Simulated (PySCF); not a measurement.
C₂H₅OS, SMILES [CH2]S(C)=O, multiplicity 2.

Coordinates come from a PBE-D3(BJ)/def2-SVP optimisation. The isomer is the one that the SMILES or the coordinates give; other isomers of the formula were not compared.

These are PBE/def2-TZVP in PySCF values and carry that method's errors.

Isolated molecule, no solvent.

- total energy: -552.26388 hartree
- α spin, highest occupied and lowest empty level: -5.00 and -0.46 eV
- β spin, highest occupied and lowest empty level: -5.80 and -3.71 eV
- dipole moment: 3.42 D
- quadrupole, principal values (traceless, Buckingham form, about the centre of nuclear charge): -4.66, -1.35, 6.02 D·Å
- mean static polarisability: 53.3 bohr³ (7.90 Å³)
- polarisability, principal values: 38.9, 55.1, 66.0 bohr³
- ⟨S²⟩: 0.755 (pure state 0.75)
